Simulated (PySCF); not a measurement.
C2H5BBrF, SMILES BrB(CC)F.

Coordinates come from a PBE-D3(BJ)/def2-SVP optimisation. The structure was generated by enumeration, and PubChem lists no compound with its InChIKey, so it may never have been made. One conformer was computed; it need not be the lowest.

Two levels are set side by side: PBE/def2-TZVP (PySCF) and CAM-B3LYP/def2-TZVP (PySCF). Same geometry, gas phase. Differences are taken from unrounded values.

| quantity | PBE |
|---|---|
| orbital gap (eV) | 5.43 |
| highest occupied level (eV) | -7.13 |
| lowest empty level (eV) | -1.70 |
| dipole moment (D) | 1.68 |
| mean polarisability (bohr³) | 60.2 |

**Question.** These are the PBE values. What does CAM-B3LYP give? (An estimate is asked for; the answer gives what the named calculation found.)

**Answer.** 
| quantity | CAM-B3LYP | PBE minus CAM-B3LYP |
|---|---|---|
| orbital gap (eV) | 10.23 | -4.80 |
| highest occupied level (eV) | -9.80 | 2.67 |
| lowest empty level (eV) | 0.43 | -2.13 |
| dipole moment (D) | 1.78 | -0.10 |
| mean polarisability (bohr³) | 57.3 | 2.9 |

Without exact exchange PBE keeps part of each electron's self-repulsion, which lifts occupied levels and narrows the gap. PBE's more diffuse valence density responds more strongly to a field. Differences between two approximate levels are no errors against the true value.

Rough cost on one machine, each run with all the roots and properties that it gave: CAM-B3LYP against PBE within a factor of 2.
